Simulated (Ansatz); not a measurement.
Cartesian coordinates in Å:
```
C -1.778 0.905 0.901
N -0.781 1.064 0.152
Si -0.055 -0.212 -0.782
C 1.702 -0.480 -0.143
F 1.672 -1.006 1.145
H -2.172 1.746 1.484
H -2.313 -0.050 1.027
H 0.031 0.236 -2.196
H -0.817 -1.492 -0.690
H 2.254 -1.176 -0.785
H 2.257 0.464 -0.113
```

Total charge 0; spin multiplicity 1.

(1) List the PBE/def2-TZVPP orbital energies in eV (Ansatz). (Best estimate.)

Results:

(1) Computed: Occupied: -1779.76, -659.69, -380.43, -270.67, -270.54, -137.51, -94.25, -94.23, -94.22, -29.72, -22.58, -17.24, -15.38, -13.20, -12.08, -11.80, -11.47, -10.67, -10.06, -8.91, -8.27, -8.07, -7.06, -5.89. Lowest empty: -2.18, -0.24, 0.26, 0.51, 1.20, 1.42, 1.69, 2.04.
